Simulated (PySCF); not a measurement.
Mo(NH)2(Cl)2 (Cl2H2MoN2), SMILES [NH]=[Mo]([Cl])([Cl])=[NH], multiplicity 1. Atoms are numbered in the order given.

```xyz
7

Mo     0.0000     0.0000    -0.2473
N      0.0000    -1.3854    -1.2470
H      0.0000    -1.8699    -2.1438
N      0.0000     1.3854    -1.2470
H      0.0000     1.8699    -2.1438
Cl     1.9475     0.0000     0.9451
Cl    -1.9475     0.0000     0.9451
```
Charge 0, spin multiplicity 1.

Geometry optimised at PBE0-D3(BJ)/def2-SVP. The multiplicity is an assumed one; no other spin state was optimised. The structure was generated by enumeration; whether it is a known compound was not checked. The def2 effective core potentials stand for the cores of Mo; spin–orbit coupling is left out.

These are r2SCAN/def2-TZVP (PySCF) values and carry that method's errors.

```
Quantity                                                                                                        Value
---------------------------------------------------------------------------------------------  ----------------------
total energy                                                                                      -1099.47064 hartree
point group                                                                                                       C2v
highest occupied level                                                                                       -7.38 eV
lowest empty level                                                                                           -3.45 eV
orbital gap                                                                                                   3.93 eV
dipole moment                                                                                                  3.42 D
quadrupole, principal values (traceless, Buckingham form, about the centre of nuclear charge)  -10.42, 1.27, 9.15 D·Å
mean static polarisability                                                                      79.4 bohr³ (11.76 Å³)
polarisability, principal values                                                               73.3, 78.5, 86.4 bohr³
```
